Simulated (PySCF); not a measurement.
**Trend along group 13: MN anions**

PBE0 with double-zeta basis sets in PySCF, for the lowest determinant that a PBE0 search found; no spin–orbit coupling. De refers to high-spin ground-configuration atoms (the charge goes to the atom of lower measured ionisation energy or higher electron affinity, which is not always the lowest computed limit). A positive dipole points towards N; it is taken about the centre of mass and depends on that origin.

```
 M                       basis  charged atom  state (unpaired electrons)  Re (Å)  ωe (cm⁻¹)  De (eV)  μ (D)
Ga                 aug-pcseg-1           Ga−               doublet (π ↑)   1.845        680     3.32  -2.99
In  aug-cc-pVDZ-PP/aug-cc-pVDZ           In−               doublet (π ↑)   2.066        529     2.47  -3.94
Tl                   def2-SVPD           Tl−               doublet (π ↑)   2.137        473      n/a  -3.93
```

The shortest bond is that of GaN⁻ (1.845 Å), the longest that of TlN⁻ (2.137 Å).

The rows differ in basis set, which adds steps of its own.

Down a group the atoms grow and get heavier, so bonds lengthen and wavenumbers fall; this series shows no clear exception.

⟨S²⟩ is raised (TlN⁻ 0.95), so spin contamination touches these numbers. These are scalar-relativistic numbers at best; spin–orbit coupling would shift them, the dissociation energy most. For an ion De counts to the pair picked by the measured ionisation energies or electron affinities, which need not be the lowest pair at this level. The highest Kohn–Sham level is positive in some of these anions. Much of that is self-interaction error, but it also means that the finite basis helps to hold the extra electron. States were picked by a PBE0 search and need not be the measured ground states.
